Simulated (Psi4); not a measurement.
CH5Si, doublet, geometry from GFN2-xTB; CCSD(T)/STO-3G in Psi4.

Psi4 was given this input:
```
memory 2 GB

molecule {
0 2
  C    -1.19243168   -0.16784419    0.12828578
  Si    0.66435470    0.08504505   -0.14296576
  H    -1.77784666    0.57243506   -0.41016203
  H    -1.51335466   -1.15062903   -0.20606812
  H    -1.44525161   -0.08155527    1.18441817
  H     1.11180308    1.43180120    0.19041623
  H     1.47827415   -0.95561745    0.47320178
}

set basis sto-3g
set reference uhf
set freeze_core true
set mp2_type conv
set scf_type pk
set puream true
set d_convergence 1e-8

energy('ccsd(t)')
print_variables()
```

The log (banner, timings and long lists left out):

```
   => Loading Basis Set <=

    Name: STO-3G
    Role: ORBITAL
    Keyword: BASIS

         ---------------------------------------------------------
                                   SCF
               by Justin Turney, Rob Parrish, Andy Simmonett
                          and Daniel G. A. Smith
                              UHF Reference
         ---------------------------------------------------------

  ==> Geometry <==

    Molecular point group: c1
    Full point group: C1

    Geometry (in Angstrom), charge = 0, multiplicity = 2:

       Center              X                  Y                   Z               Mass
    ------------   -----------------  -----------------  -----------------  -----------------
         C           -1.239398289380    -0.171846472149     0.155362082934    12.000000000000
         SI           0.617388090620     0.081042767851    -0.115889457066    27.976926534650
         H           -1.824813269380     0.568432777851    -0.383085727066     1.007825032230
         H           -1.560321269380    -1.154631312149    -0.178991817066     1.007825032230
         H           -1.492218219380    -0.085557552149     1.211494472934     1.007825032230
         H            1.064836470620     1.427798917851     0.217492532934     1.007825032230
         H            1.431307540620    -0.959619732149     0.500278082934     1.007825032230

  Running in c1 symmetry.

  Rotational constants: A =      2.53318  B =      0.38622  C =      0.36601 [cm^-1]
  Rotational constants: A =  75942.68194  B =  11578.51023  C =  10972.60462 [MHz]
  Nuclear repulsion =   55.633456135370814

  Charge       = 0
  Multiplicity = 2
  Electrons    = 25
  Nalpha       = 13
  Nbeta        = 12

  ==> Algorithm <==

  SCF Algorithm Type is PK.
  DIIS enabled.
  MOM disabled.
  Fractional occupation disabled.
  Guess Type is SAD.
  Energy threshold   = 1.00e-08
  Density threshold  = 1.00e-08
  Integral threshold = 1.00e-12

  ==> Primary Basis <==

  Basis Set: STO-3G
    Blend: STO-3G
    Number of shells: 13
    Number of basis functions: 19
    Number of Cartesian functions: 19
    Spherical Harmonics?: true
    Max angular momentum: 1

  ==> Integral Setup <==

  Using in-core PK algorithm.
   Calculation information:
      Number of atoms:                   7
      Number of AO shells:              13
      Number of primitives:             39
      Number of atomic orbitals:        19
      Number of basis functions:        19

      Integral cutoff                 1.00e-12
      Number of threads:                 1

  Performing in-core PK
  Using 36290 doubles for integral storage.
  We computed 4092 shell quartets total.
  Whereas there are 4186 unique shell quartets.

  ==> DiskJK: Disk-Based J/K Matrices <==

    J tasked:                  Yes
    K tasked:                  Yes
    wK tasked:                  No
    Schwarz Cutoff:          1E-12

  Minimum eigenvalue in the overlap matrix is 2.3130478122E-01.
  Reciprocal condition number of the overlap matrix is 1.0094645721E-01.
    Using symmetric orthogonalization.

  ==> Pre-Iterations <==

  SCF Guess: Superposition of Atomic Densities via on-the-fly atomic UHF (no occupation information).

   -------------------------
    Irrep   Nso     Nmo
   -------------------------
     A         19      19
   -------------------------
    Total      19      19
   -------------------------

  ==> Iterations <==

                        Total Energy        Delta E     RMS |[F,P]|

   @UHF iter SAD:  -323.73912226745705   -3.23739e+02   0.00000e+00
   @UHF iter   1:  -325.86244358571599   -2.12332e+00   3.26844e-03 DIIS/ADIIS
   @UHF iter   2:  -325.86652496155654   -4.08138e-03   9.28484e-04 DIIS/ADIIS
   @UHF iter   3:  -325.86697645742538   -4.51496e-04   3.05424e-04 DIIS/ADIIS
   @UHF iter   4:  -325.86703478297738   -5.83256e-05   1.74054e-04 DIIS/ADIIS
   @UHF iter   5:  -325.86706366980900   -2.88868e-05   6.00660e-05 DIIS
   @UHF iter   6:  -325.86706741064495   -3.74084e-06   1.75776e-05 DIIS
   @UHF iter   7:  -325.86706768665795   -2.76013e-07   5.42759e-06 DIIS
   @UHF iter   8:  -325.86706770808559   -2.14276e-08   1.94965e-06 DIIS
   @UHF iter   9:  -325.86706771118742   -3.10183e-09   4.16893e-07 DIIS
   @UHF iter  10:  -325.86706771133845   -1.51033e-10   1.29241e-07 DIIS
   @UHF iter  11:  -325.86706771135505   -1.65983e-11   4.59057e-08 DIIS
   @UHF iter  12:  -325.86706771135709   -2.04636e-12   8.94339e-09 DIIS
  Energy and wave function converged.

  ==> Post-Iterations <==

   @Spin Contamination Metric:   3.010823865E-03
   @S^2 Expected:                7.500000000E-01
   @S^2 Observed:                7.530108239E-01
   @S   Expected:                5.000000000E-01
   @S   Observed:                5.000000000E-01

    Orbital Energies [Eh]
    ---------------------

    Alpha Occupied:

[...]
      13A     -0.222487

    Alpha Virtual:

[...]
    Beta Occupied:

[...]
    Beta Virtual:

[...]
      19A      0.774645

    Final Occupation by Irrep:
              A
    DOCC [    12 ]
    SOCC [     1 ]
    NA   [    13 ]
    NB   [    12 ]

  @UHF Final Energy:  -325.86706771135709

   => Energetics <=

    Nuclear Repulsion Energy =             55.6334561353708139
    One-Electron Energy =                -563.0095349098065753
    Two-Electron Energy =                 181.5090110630786739
    Total Energy =                       -325.8670677113570946

  UHF NO Occupations:
  HONO-2 :   11  A 1.9995704
  HONO-1 :   12  A 1.9993742
  HONO-0 :   13  A 1.0000000
  LUNO+0 :   14  A 0.0006258
  LUNO+1 :   15  A 0.0004296
  LUNO+2 :   16  A 0.0003928
  LUNO+3 :   17  A 0.0000554

Computation Completed

Properties will be evaluated at   0.000000,   0.000000,   0.000000 [a0]

Properties computed using the SCF density matrix

 Multipole Moments:

 ------------------------------------------------------------------------------------
     Multipole            Electronic (a.u.)      Nuclear  (a.u.)        Total (a.u.)
[...]
  ----     ---------------------    ---------   ----------  ----------  ----------   --------
     0        -0.084160799451583    0.000e+00    0.000000    0.000000    0.000000    0.000000
     1        -0.105749511332879    5.801e-02    0.002866    0.000000    0.000000    0.000000
     2        -0.116907650833001    2.274e-02    0.004613    0.000000    0.000000    0.000000
     3        -0.117333129635676    4.331e-03    0.004798    0.000000    0.000000    0.000000
     4        -0.117431081002460    1.677e-03    0.004840    0.000000    0.000000    0.000000
     5        -0.117433086644342    5.650e-04    0.004858    0.000000    0.000000    0.000000
     6        -0.117428443600759    2.261e-04    0.004865    0.000000    0.000000    0.000000
     7        -0.117430496246661    4.807e-05    0.004866    0.000000    0.000000    0.000000
     8        -0.117430353208047    1.507e-05    0.004866    0.000000    0.000000    0.000000
     9        -0.117430240520508    5.496e-06    0.004867    0.000000    0.000000    0.000000
    10        -0.117430210475529    1.674e-06    0.004867    0.000000    0.000000    0.000000
    11        -0.117430237933912    3.851e-07    0.004867    0.000000    0.000000    0.000000
    12        -0.117430240012427    1.508e-07    0.004867    0.000000    0.000000    0.000000
    13        -0.117430236169157    6.630e-08    0.004867    0.000000    0.000000    0.000000

    Iterations converged.

    Largest TIA Amplitudes:
              6   0        -0.0039190867
              1   0         0.0029415626
              5   1        -0.0026500472
              3   3         0.0024464491
              0   0        -0.0023445923
              6   3         0.0023444317
              2   2         0.0023067243
              4   2        -0.0022512794
              0   1        -0.0014124792
              3   1         0.0012855792

    Largest Tia Amplitudes:
              1   1         0.0098596416
              3   0         0.0059947544
              5   3        -0.0050596480
              4   2        -0.0046411296
              1   0         0.0040102863
              0   1        -0.0035968377
              5   0        -0.0028175753
              5   1        -0.0026798964
              2   2         0.0025166629
              0   3        -0.0016961568

    Largest TIJAB Amplitudes:
      5   3   3   0         0.0099970147
      5   2   4   0         0.0088767240
      5   0   5   0         0.0075012042
      5   2   4   1         0.0062596699
      6   3   3   1         0.0062519630
      5   1   1   0         0.0059012635
      6   4   2   0        -0.0057322789
      3   0   5   3         0.0055736507
      6   5   1   0        -0.0053644594
      2   0   5   4         0.0053133215

    Largest Tijab Amplitudes:
      5   3   4   1        -0.0091417853
      5   2   5   1         0.0083644776
      5   0   6   1         0.0072794508
      5   1   3   0         0.0070529882
      5   2   5   3         0.0068486648
      5   3   3   0         0.0065558860
      4   1   2   0         0.0063939527
      5   3   1   0         0.0063798872
      3   0   6   4        -0.0056330223
      5   0   6   3         0.0055511822

    Largest TIjAb Amplitudes:
      3   3   3   4         0.0666381269
      2   2   4   5        -0.0517834560
      4   4   2   2        -0.0506833158
      5   5   0   1        -0.0466626158
      5   5   1   3        -0.0447853080
      4   4   0   1        -0.0387805093
      6   1   0   1         0.0349062050
      4   1   2   1         0.0306794908
      1   1   0   1        -0.0302289948
      4   4   1   1         0.0288410783

    SCF energy       (wfn)                    = -325.867067711357095
    Reference energy (file100)                = -325.867067711357038

    Opposite-spin MP2 correlation energy      =   -0.078053963230831
    Same-spin MP2 correlation energy          =   -0.006106836220752
    Singles MP2 correlation energy            =   -0.000000000000000
    MP2 correlation energy                    =   -0.084160799451583
      * MP2 total energy                      = -325.951228510808619

    Opposite-spin CCSD correlation energy     =   -0.112721765188790
    Same-spin CCSD correlation energy         =   -0.004708470980367
    Singles CCSD correlation energy           =   -0.000000000000000
    CCSD correlation energy                   =   -0.117430236169157
      * CCSD total energy                     = -325.984497947526222

            **************************
            *                        *
            *        CCTRIPLES       *
            *                        *
            **************************

    Wave function   =    CCSD_T
    Reference wfn   =      UHF

    Nuclear Rep. energy (wfn)                =   55.633456135370814
    SCF energy          (wfn)                = -325.867067711357095
    Reference energy    (file100)            = -325.867067711357038
    CCSD energy         (file100)            =   -0.117430236169157
    Total CCSD energy   (file100)            = -325.984497947526222

    Number of ijk index combinations:
    Spin Case AAA:                                  35
    Spin Case BBB:                                  20
    Spin Case AAB:                                 126
    Spin Case ABB:                                 105
    AAA (T) energy                             =   -0.000002266397110
    BBB (T) energy                             =   -0.000002842829538
    AAB (T) energy                             =   -0.000346254468589
    ABB (T) energy                             =   -0.000303229177237
    (T) energy                                   =   -0.000654592872474
      * CCSD(T) total energy                     = -325.985152540398644

  Variable Map:
  ----------------------------------------------------------------------------
[...]
  Array Variable Map:
  ----------------------------------------------------------------------------
[...]
[...]
```
